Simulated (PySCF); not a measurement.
Species: C5H10FOSi (doublet state).
Z-matrix (Å and degrees, GFN2-xTB geometry), rows numbered from 1:
```
C 
C   1  1.4604
Si  2  1.9219  1  105.22
F   3  1.6298  2  105.65  1   -61.01
C   3  1.8992  2  117.95  1    62.61
C   5  1.5360  3  101.62  2   140.59
O   6  1.4101  5  110.65  3   -35.98
C   7  1.4198  6  111.11  5    51.55
H   1  1.0715  2  120.61  3   -87.25
H   1  1.0709  2  120.14  3    83.31
H   2  1.0879  1  112.07  3   120.05
H   2  1.0884  1  111.66  3  -117.11
H   5  1.0883  3  112.53  2    23.22
H   5  1.0868  3  114.46  2  -100.32
H   6  1.0909  5  112.57  3  -154.21
H   6  1.1004  5  109.21  3    84.79
H   8  1.0986  3  110.89  2   129.39
H   8  1.0885  3  116.80  2     4.98
```

The hyperfine couplings belong to this conformer and change with its torsions.

As a line formula: `[CH2]C[Si@@]1(F)CCOC1` [radical].

Level of theory: UKS B3LYP, pcH-1 on C F H O Si, non-relativistic, mean-field spin-orbit, GIAO (PySCF). Geometry: GFN2-xTB, one conformer, isolated molecule. The geometry wasn't refined by DFT: couplings that depend on bond lengths, twists or pyramidal angles can differ widely from those at the functional's own minimum. The SCF solution wasn't tested for stability.

Principal values of hyperfine tensors in MHz (contact, dipolar and spin–orbit terms together), for some of the nuclei:

| atom | isotope | A1 | A2 | A3 |
| --- | --- | --- | --- | --- |
| Si3 | 29Si | -156.45 | -122.43 | -119.92 |
| C1 | 13C | 10.46 | 11.31 | 241.36 |
| H10 | 1H | -98.26 | -60.60 | -23.74 |
| H9 | 1H | -98.11 | -60.45 | -23.55 |
| H11 | 1H | 43.59 | 44.17 | 56.39 |
| H12 | 1H | 43.44 | 44.14 | 56.31 |
| C2 | 13C | -33.45 | -28.95 | -23.78 |
| H17 | 1H | 5.92 | 7.27 | 9.46 |

(1) Split each tensor into its isotropic and traceless parts, and turn a_iso into mT with g = 2.0028.

(2) What spin density at the nucleus of H10 lies behind its contact coupling (g_N = 5.58569)?

(3) C8 (13C, g_N = 1.40482) isn't in the table. Its spin density at the nucleus is 0.0162 bohr⁻³. What is its contact coupling?

(4) Name the largest traceless tensor T of the table and describe it.

(5) In a single crystal, with the field along each principal axis of the tensor of C1 in turn, what first-order splitting does this nucleus give (isotropic g, quadrupole terms neglected)?

## Answers

(1) a_iso = (A1 + A2 + A3)/3, Ti = Ai − a_iso; 1 mT corresponds to 28.031 MHz. The tensors hold a spin–orbit part: the run splits a_iso into a_FC + a_SO, and T includes its anisotropic share.

| atom | a_iso (MHz) | a_FC | a_SO | a_iso (mT) | T1 | T2 | T3 |
| --- | --- | --- | --- | --- | --- | --- | --- |
| Si3 | -132.94 | -133.10 | 0.16 | -4.742 | -23.51 | 10.50 | 13.01 |
| C1 | 87.71 | 87.81 | -0.10 | 3.129 | -77.25 | -76.40 | 153.65 |
| H10 | -60.86 | -60.88 | 0.01 | -2.171 | -37.40 | 0.27 | 37.13 |
| H9 | -60.70 | -60.72 | 0.01 | -2.166 | -37.40 | 0.25 | 37.15 |
| H11 | 48.05 | 48.05 | 0.00 | 1.714 | -4.46 | -3.88 | 8.34 |
| H12 | 47.96 | 47.96 | 0.01 | 1.711 | -4.53 | -3.82 | 8.35 |
| C2 | -28.73 | -28.74 | 0.01 | -1.025 | -4.73 | -0.22 | 4.95 |
| H17 | 7.55 | 7.55 | 0.00 | 0.269 | -1.63 | -0.28 | 1.91 |

(2) a_FC = (2μ0/3) gₑ μB g_N μN ρ(0)/(2S·h) = 800.24 MHz × g_N × ρ(0)/(2S), with ρ in bohr⁻³. With a_FC = -60.88 MHz and 2S = 1, ρ(0) = -0.01362 bohr⁻³. In magnitude that is 4.3 % of the 1/π = 0.318 of a free hydrogen atom.

(3) By the same relation, a_FC = 18.21 MHz. Its full tensor has the principal values 15.42, 15.72, 23.49 MHz.

(4) C1: -77.3, -76.4, 153.7 MHz, axial, in the ratio −1:−1:+2, the form that spin in one p orbital centred on that nucleus gives.

(5) 2 lines (I = 1/2), spaced by |A_i|/(g × 13.996): 0.37, 0.40, 8.61 mT along the axes of A1, A2 and A3.
